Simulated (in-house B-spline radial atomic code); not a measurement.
**Ionising Ar⁷⁺ with different functionals**

Computed with an all-electron radial atomic-structure program (B-spline basis): scalar-relativistic (spin-free X2C) Hamiltonian, Fermi nucleus of rms radius 3.4274 fm, spin-polarised at highest spin, spherical fractional occupations for the functionals, the average over the highest-spin determinants for Hartree-Fock. The ionisation energy is the difference of two self-consistent energies, [Ne] 3s1 → [He] 2s2 2p6, without Breit or QED terms; ε is the level of the shell that loses the electron (its least bound occupied spin orbital).

| method | rung | ΔSCF (eV) | -ε(3s) (eV) |
| --- | --- | --- | --- |
| Hartree-Fock | Hartree-Fock | ? | ? |
| HF fractional | Hartree-Fock | 142.95 | 143.00 |
| LDA VWN5 | LDA | 144.21 | 135.93 |
| LDA PW92 | LDA | 144.21 | 135.93 |
| LDA exchange-only | LDA | 143.11 | 134.85 |
| PBE | GGA | 144.42 | 135.86 |
| PBEsol | GGA | 143.96 | 135.73 |
| BLYP | GGA | 144.86 | 136.04 |
| RPBE | GGA | 144.30 | 135.73 |
| PW91 | GGA | 144.53 | 136.03 |
| BP86 | GGA | 143.94 | 135.95 |
| AM05 | GGA | 143.76 | 135.70 |
| OLYP | GGA | 144.35 | 135.80 |
| TPSS | meta-GGA | 143.86 | 135.84 |
| SCAN | meta-GGA | 143.42 | 136.29 |
| r2SCAN | meta-GGA | 143.31 | 136.22 |
| revTPSS | meta-GGA | 143.63 | 135.83 |
| PBE0 | global hybrid | 144.13 | 137.78 |
| B3LYP | global hybrid | 144.73 | 137.71 |
| TPSSh | global hybrid | 143.79 | 136.61 |
| BHandHLYP | global hybrid | 144.41 | 139.83 |
| r2SCAN0 | global hybrid | 143.38 | 138.06 |
| B97-1 | global hybrid | 143.67 | 137.19 |
| HSE06 | range-separated hybrid | 144.18 | 137.44 |
| wB97X | range-separated hybrid | ? | ? |
| CAM-B3LYP | range-separated hybrid | 144.72 | 139.63 |
| LC-wPBE | range-separated hybrid | 144.39 | 141.15 |

Question: What does Hartree-Fock give?

Answer: ΔSCF 142.95 eV, and -ε(3s) = 143.00 eV.

Question: What does wB97X give?

Answer: ΔSCF 142.31 eV, and -ε(3s) = 140.23 eV.

Question: Among the functionals, which spreads more, the ΔSCF values or the orbital energies?

Answer: The orbital energies: ΔSCF values span about 2.55 eV and the orbital energies 6.30 eV.

Question: How do they compare with the NIST value?

Answer: NIST lists 143.457 eV ± 0.0012 (semi-empirical, ground level to ground level). Errors run from -1.15 to +1.40 eV; SCAN is closest (-0.04 eV), but part of that can be cancellation, since the calculations leave out Breit-QED terms. Hartree-Fock also lacks correlation.
